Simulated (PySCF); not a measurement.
C3H8OSi, SMILES CO/C=C\[SiH3], GFN2-xTB optimised geometry.

```
13

C      1.33    -2.25     0.03
O      0.71    -0.99     0.00
C     -0.65    -0.99     0.00
C     -1.33     0.15     0.00
Si    -0.44     1.80     0.01
H      2.41    -2.06     0.00
H      1.05    -2.85    -0.84
H      1.08    -2.80     0.94
H     -1.12    -1.97     0.00
H     -2.41     0.09     0.00
H     -1.47     2.85     0.03
H      0.40     1.92     1.19
H      0.38     1.95    -1.20
```

Density from B3LYP/def2-TZVP run with PySCF at that geometry.

Minimum of the electron density along straight lines between bonded atoms, close to the bond critical point (lines longer than 1.1 times the sum of covalent radii, or with two minima, are not listed):

```
bond     length / Å  ρ at the minimum / e bohr⁻³  ∇²ρ there / e bohr⁻⁵  position (fraction from the first atom)
-------  ----------  ---------------------------  --------------------  ---------------------------------------
C1–O2         1.405                        0.263                 -0.55                                     0.35
O2–C3         1.360                        0.293                 -0.56                                     0.66
C3–C4         1.328                          [?]                 -1.12                                     0.54
C4–Si5        1.875                        0.119                   [?]                                     0.61
C1–H6         1.089                        0.289                 -1.04                                     0.65
C1–H7         1.096                        0.283                 -0.99                                     0.65
C1–H8         1.096                        0.283                 -0.99                                     0.65
C3–H9         1.088                        0.289                 -1.04                                     0.65
C4–H10        1.078                        0.283                 -0.99                                     0.64
Si5–H11       1.468                        0.124                  0.18                                     0.49
Si5–H12       1.465                        0.125                  0.18                                     0.49
Si5–H13       1.465                        0.125                  0.18                                     0.49
```

Question: Fill in the missing entries.

Answer: 
- C3–C4, ρ at the minimum / e bohr⁻³: 0.358
- C4–Si5, ∇²ρ there / e bohr⁻⁵: 0.20
